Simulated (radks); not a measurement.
Values are calculated unless marked as measured or tabulated.
Question: The mean radii <r> (bohr) of the occupied orbitals of an atom or ion are listed with their occupations. Level of theory: Dirac Kohn-Sham, exchange-only LDA, spin-unpolarised, spherical densities, point nucleus (a radial shooting solver on a logarithmic mesh with Libxc functionals).

orbital  occ.      <r>
1s1/2       2  0.02974
2s1/2       2   0.1282
2p1/2       2   0.1085
2p3/2       4   0.1138
3s1/2       2   0.3489
3p1/2       2   0.3398
3p3/2       4   0.3510
3d3/2       4   0.3225
3d5/2       6   0.3260
4s1/2       2   0.8436
4p1/2       2   0.8929
4p3/2       4   0.9223
4d3/2       4    1.107
4d5/2       5    1.119

Name the element and its charge. Open shells, if any, fill j = l - 1/2 first.

Answer: Z = 49, indium, charge +4: In4+ in [Kr] 4d9. The 1s radius gives Z: for a bare nucleus <r> = (2 gamma + 1)/(2Z) with gamma = sqrt(1 - (Z/c)^2), 0.02926 bohr for Z = 49, and screening makes it slightly larger (0.02974 here). The occupations add up to 45, and the charge is Z minus that.
